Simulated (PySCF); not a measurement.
**Spinor energies of Dy⁴⁺ (dysprosium, charge +4)**

Start: [Xe] 4f8; 4f5/2 filled at m_j = -5/2, -3/2, -1/2, +1/2, +3/2, +5/2; 4f7/2 filled at m_j = +5/2, +7/2. Calculated with PySCF 2.14 in x2c-QZVPPall-2c (16s16p12d6f4g1h, 213 functions): generalised Hartree-Fock with the X2C-1e Hamiltonian and a Gaussian nucleus; one run each with spin-orbit coupling (SO) switched off, then screened by Boettger's factors.

```json
{"spinor shell": "1s1/2", "electrons": "2", "ε, spin-free (eV)": "-54113.5", "ε, screened SO (eV)": "-54102.4", "weight of nominal j (screened SO)": "1.000", "rms radius, screened SO (bohr)": "0.0240"}
{"spinor shell": "2s1/2", "electrons": "2", "ε, spin-free (eV)": "-9182.3", "ε, screened SO (eV)": "-9178.8", "weight of nominal j (screened SO)": "1.000", "rms radius, screened SO (bohr)": "0.0971"}
{"spinor shell": "2p1/2", "electrons": "2", "ε, spin-free (eV)": "-8149.2", "ε, screened SO (eV)": "-8714.6", "weight of nominal j (screened SO)": "1.000", "rms radius, screened SO (bohr)": "0.0830"}
{"spinor shell": "2p3/2", "electrons": "4", "ε, spin-free (eV)": "-8149.2", "ε, screened SO (eV)": "-7909.5", "weight of nominal j (screened SO)": "1.000", "rms radius, screened SO (bohr)": "0.0896"}
{"spinor shell": "3s1/2", "electrons": "2", "ε, spin-free (eV)": "-2141.1", "ε, screened SO (eV)": "-2140.0", "weight of nominal j (screened SO)": "1.000", "rms radius, screened SO (bohr)": "0.250"}
{"spinor shell": "3p1/2", "electrons": "2", "ε, spin-free (eV)": "-1817.6", "ε, screened SO (eV)": "-1937.3", "weight of nominal j (screened SO)": "1.000", "rms radius, screened SO (bohr)": "0.241"}
{"spinor shell": "3p3/2", "electrons": "4", "ε, spin-free (eV)": "-1817.6", "ε, screened SO (eV)": "-1766.0", "weight of nominal j (screened SO)": "1.000", "rms radius, screened SO (bohr)": "0.255"}
{"spinor shell": "3d3/2", "electrons": "4", "ε, spin-free (eV)": "-1399.6", "ε, screened SO (eV)": "-1421.9", "weight of nominal j (screened SO)": "0.996", "rms radius, screened SO (bohr)": "0.228"}
{"spinor shell": "3d5/2", "electrons": "6", "ε, spin-free (eV)": "-1399.6", "ε, screened SO (eV)": "-1383.7", "weight of nominal j (screened SO)": "0.997", "rms radius, screened SO (bohr)": "0.231"}
{"spinor shell": "4s1/2", "electrons": "2", "ε, spin-free (eV)": "-493.04", "ε, screened SO (eV)": "-492.68", "weight of nominal j (screened SO)": "1.000", "rms radius, screened SO (bohr)": "0.562"}
{"spinor shell": "4p1/2", "electrons": "2", "ε, spin-free (eV)": "-383.47", "ε, screened SO (eV)": "-412.24", "weight of nominal j (screened SO)": "0.977", "rms radius, screened SO (bohr)": "0.577"}
{"spinor shell": "4p3/2", "electrons": "4", "ε, spin-free (eV)": "-383.47", "ε, screened SO (eV)": "-370.88", "weight of nominal j (screened SO)": "0.989", "rms radius, screened SO (bohr)": "0.605"}
{"spinor shell": "4d3/2", "electrons": "4", "ε, spin-free (eV)": "-230.67", "ε, screened SO (eV)": "-240.80", "weight of nominal j (screened SO)": "0.726", "rms radius, screened SO (bohr)": "0.648"}
{"spinor shell": "4d5/2", "electrons": "6", "ε, spin-free (eV)": "-230.67", "ε, screened SO (eV)": "-223.62", "weight of nominal j (screened SO)": "0.817", "rms radius, screened SO (bohr)": "0.656"}
{"spinor shell": "5s1/2", "electrons": "2", "ε, spin-free (eV)": "-106.96", "ε, screened SO (eV)": "-106.89", "weight of nominal j (screened SO)": "1.000", "rms radius, screened SO (bohr)": "1.34"}
{"spinor shell": "5p1/2", "electrons": "2", "ε, spin-free (eV)": "-76.131", "ε, screened SO (eV)": "-80.806", "weight of nominal j (screened SO)": "0.946", "rms radius, screened SO (bohr)": "1.46"}
{"spinor shell": "5p3/2", "electrons": "4", "ε, spin-free (eV)": "-76.131", "ε, screened SO (eV)": "-74.080", "weight of nominal j (screened SO)": "0.973", "rms radius, screened SO (bohr)": "1.55"}
{"spinor shell": "4f5/2", "electrons": "6", "ε, spin-free (eV)": "-70.102", "ε, screened SO (eV)": "-70.069", "weight of nominal j (screened SO)": "0.675", "rms radius, screened SO (bohr)": "0.824"}
{"spinor shell": "4f7/2", "electrons": "2", "ε, spin-free (eV)": "-70.102", "ε, screened SO (eV)": "-69.801", "weight of nominal j (screened SO)": "0.902", "rms radius, screened SO (bohr)": "0.826"}
```

| quantity | spin-free | screened SO |
| --- | --- | --- |
| E (hartree) | -12145.96718 | -12154.96209 |
| M_J | 6 | 6 |
| ⟨J²⟩ | 42.011 | 42.014 |
| ⟨L²⟩ | 12.006 | 12.396 |
| ⟨S²⟩ | 12.005 | 11.846 |

Each row is a mean over spinors that exchange with the open shell spreads, by up to 17.683 eV (4d5/2).

Rows whose weight is well below 1 are mixtures of j = l ± 1/2: exchange outweighs spin-orbit coupling there, and the label is only the starting occupation.

Breit and QED terms are absent; they matter most for the inner s and p1/2 levels.

Densities and radii are taken from the X2C orbitals without a picture-change correction, which distorts them close to the nucleus.

Without spin-orbit coupling the j labels of p, d and f shells carry no meaning; the spin-free column gives the mean over the occupied spinors of each nl shell.
